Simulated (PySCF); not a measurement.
# Electron correlation in O (oxygen, neutral)

[He] 2s1 2p5, high-spin 3P determinant (an excited configuration). Computed with PySCF 2.14 in aug-cc-pwCVDZ (5s4p2d, 27 functions), with no relativity, point nucleus. Frozen: nothing; 8 electrons correlated.

```csv
level,correlation energy (mhartree)
CCSD,-213.46
(T),-12.94
CCSD(T),-226.40
```

Diagnostics: T1 = 0.020, D1 = 0.0666, largest double amplitude 0.238.

**Question.** Is a single reference adequate?

**Answer.** Not fully. A double-excitation amplitude exceeds 0.15, a sign of near-degeneracy.
